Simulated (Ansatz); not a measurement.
Cost and result up the ladder for the cluster Hg2O (3 atoms). Charge 0, multiplicity 1. Geometry: PBE-D4/def2-TZVP.

```
atom   x (Å)   y (Å)   z (Å)
 Hg1  -0.016  -0.016   0.284
 Hg2   0.198   0.130  -2.448
  O3  -0.183  -0.113   2.164
```

Ansatz on 4 threads of Arm Neoverse V2 on a shared host. Times are rough, and most runs start from the orbitals of an earlier one. No level here is sound enough to serve as a yardstick. Binding counts from free atoms at the same level (Hg singlet, O triplet; other spins of the atoms weren't run), without zero-point energy or a counterpoise term.

In the def2 sets Hg takes a core potential; there is no spin–orbit coupling. HSE06 is defined as in plane-wave codes, on full-range PBE exchange. Correlated methods freeze 1 core orbital; core or outer-core shells of Hg are correlated, in sets that lack core-valence functions. Another isomer (singlet) lies 0.34 eV lower at PBE0-D4/def2-TZVP; other spin states weren't run for this one.

Run but left out: BHLYP-D4/def2-TZVP (restricted singlet, unstable in another Hartree–Fock run and untested here).

Correlated methods converge slowly with the basis.

```csv
level,functions,wall time
PBE-D4/def2-TZVP (with forces),117,0.95 s
HSE06-D4/def2-TZVP,117,1 s
PBE0-D4/def2-TZVP,117,1.2 s
r2SCAN-D4/def2-TZVP,117,1.7 s
CCSD(T)/def2-TZVPP,149,26 s
```

Problem. Estimate what each level gives for the binding energy per atom (eV).

Solution. 
```csv
level,binding energy per atom (eV),remarks
PBE-D4/def2-TZVP (with forces),0.42,restricted SCF unstable in HF
HSE06-D4/def2-TZVP,0.17,restricted SCF unstable in HF
PBE0-D4/def2-TZVP,0.16,restricted SCF unstable in HF
r2SCAN-D4/def2-TZVP,0.30,restricted SCF unstable in HF
CCSD(T)/def2-TZVPP,0.11,"large T1 (0.023), restricted SCF unstable"
```
